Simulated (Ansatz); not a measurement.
Two isomers of C2H6GeSe: A = `C=[C]([GeH3])[SeH]`, B = `[SeH][CH]1[CH2][GeH2]1`.

Isolated molecules relaxed with PBE0-D4/def2-TZVP in Ansatz; ΔE leaves out vibrations. CCSD(T)/CBS adds triple-zeta CCSD(T) − MP2 to the extrapolated MP2 energy (def2 sets, frozen cores). DFT in def2-TZVPP. B3LYP here is the variant with VWN-RPA as its local correlation; programs differ in this. For Ge, Se outer-core shells are correlated without core-valence functions, which leaves a few kJ/mol of doubt a bond. Scalar relativity is left out up to krypton. One conformer a species, not always the lowest.

Q: Which is lower in electronic energy at CCSD(T)/CBS, and by how much? (An estimate is asked.)

A: The calculation gave: A, by 10.2 kcal/mol.

Q: Give E(B) − E(A) in kcal/mol with B3LYP, PBE-D4, ωB97M-V, CCSD/def2-TZVPP, MP2/def2-TZVPP, B3LYP-D4, CCSD(T)/def2-TZVPP. (An estimate is asked.)

A: Computed: B3LYP 13.7, PBE-D4 9.6, ωB97M-V 10.7, CCSD/def2-TZVPP 12.1, MP2/def2-TZVPP 9.1, B3LYP-D4 14.0, CCSD(T)/def2-TZVPP 11.8. None reverses the order clearly.

Largest T1 diagnostic: 0.011.

In def2-TZVPP, CCSD(T) changes the Hartree–Fock value by −6.7 kcal/mol (the triples alone add −0.3 kcal/mol) and MP2 by −9.4 kcal/mol. From PBE to PBE0 (25 % exact exchange), in def2-TZVPP and without D4, E(B) − E(A) moves by −0.7 kcal/mol.
